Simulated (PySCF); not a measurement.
SMILES O=C1C[CH]CCC1 (C6H9O), doublet, GFN2-xTB optimised geometry. Atoms within 1.6 Å of the plane z = 1.2 Å (x, y, z in Å): O1 (-0.80, 1.56, 0.00), C2 (-0.12, 0.57, 0.00), C3 (-0.70, -0.84, 0.16), C4 (-0.31, -0.92, 1.58), C5 (1.14, -1.08, 1.87), C6 (1.87, 0.20, 1.41), C7 (1.40, 0.57, 0.00), H8 (-1.77, -0.84, 0.00), H10 (-0.97, -0.54, 2.33), H12 (1.55, -1.93, 1.31), H13 (1.62, 1.02, 2.09), H14 (2.95, 0.05, 1.43), H15 (1.76, 1.56, -0.28).

Computed with unrestricted PBE0/def2-TZVP (PySCF). Cells within 0.4 Å of a nucleus heavier than hydrogen are left out (blank, or x).

Map of the deformation density (molecule minus spherical neutral atoms) (e/bohr³) on the plane z = 1.2 Å:

```
|11111111111111111111111111111|
|11111111111111111111111111111|
|11111111111111111111111111111|
|11111111111111111111111111111|
|11111111111111111111111111111|
|11111111111111111111111111111|
|11111111111111111111111111111|
|11111111111111111111111111111|
|11111111111111111111111111111|
|11111111111111111000100111111|
|11111111111111100001100011111|
|11111111111110000012200111111|
|11111111111000000002411321111|
|11111111110000000002xx6862011|
|11111111100000000002xx7983011|
|11111111100011000013312441011|
|11111111000243111013311111111|
|1111111100138x222001210111111|
|11111111111376222012210111111|
|11111111111232111146411111111|
|11111111111111111259621111111|
|11111111111111111137411111111|
|11111111111111111111001111111|
|11111111111111111110011111111|
|11111111111111111111111111111|
|11111111111111111111111111111|
|11111111111111111111111111111|
|11111111111111111111111111111|
|11111111111111111111111111111|
```
Scale: ten equal steps from -0.016 (start of '0') to 0.070 (end of '9'), in the order '0123456789'; x runs from -4.00 to 4.00, y from -4.00 (bottom) to 4.00 (top).
